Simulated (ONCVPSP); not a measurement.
Which change was made? (Ce, ONCV)

* Element: cerium
* Generator: ONCVPSP 4.0.1
* Type: optimised norm-conserving Vanderbilt (ONCV)
* Functional: LDA (Perdew-Zunger)
* Relativity: scalar-relativistic
* Frozen core: [Kr] 4d10
* Valence charge: 12
* Reference configuration: 4f1 5s2 5p6 5d1 6s2
* Partial waves: 5s+6s: rc 2.20 bohr, ncon 3, nbas 7, qcut 6 1/bohr, 2 projectors; 5p: rc 2.80 bohr, ncon 4, nbas 8, qcut 5.2 1/bohr, 3 projectors, debl 2.9 Ha; 5d: rc 3.90 bohr, ncon 4, nbas 9, qcut 4.5 1/bohr, 2 projectors, debl 0.4 Ha; 4f: rc 1.75 bohr, ncon 3, nbas 7, qcut 8.9 1/bohr, 3 projectors, debl 1.6 Ha
* Local potential: polynomial inside 1.30 bohr (lpopt 5, dvloc0 0 Ha)
* Core correction: Teter function, fcfact 3.75, rcfact 1.25

Cutoffs, loose and tight: the cutoffs (Ha) at which the residual kinetic energy of the hardest occupied pseudo-wave falls to 1 and 0.1 mHa per electron. They do not see the model core or the augmentation charge, which bear on the density cutoff. Test errors are all-electron minus pseudo excitation energies from the reference, over the configurations 4f1 5s2 5p6 5d1 6s1; 4f1 5s2 5p6 5d1 6s0; 4f1 5s2 5p6 5d0 6s0; 4f0 5s2 5p6 5d2 6s1; variants that change the core or the reference have their own tests.

The base gives: outcome: generated; cutoff, loose: 35 Ha; cutoff, tight: 39 Ha; bound ghosts: s; GHOST(+) flags above zero: p, d; largest test error (meV): +593.

(1) After one change the result is: outcome: generated; bound ghosts: s; GHOST(+) flags above zero: p, d, f; largest test error (meV): +966. Which change was it?
A. f: qcut 6.3
B. f: qcut 13.2
C. f: qcut 11
D. f: qcut 5.5

Answers

(1) A. The others give: f: qcut 13.2 → outcome: generated; cutoff, loose: 53 Ha; cutoff, tight: 59 Ha; bound ghosts: s; GHOST(+) flags above zero: p, d; largest test error (meV): +241 | f: qcut 5.5 → outcome: generated; bound ghosts: s, f; GHOST(+) flags above zero: p, d, f; largest test error (meV): +1094 | f: qcut 11 → outcome: generated; cutoff, loose: 46 Ha; cutoff, tight: 51 Ha; bound ghosts: s; GHOST(+) flags above zero: p, d; largest test error (meV): +348.
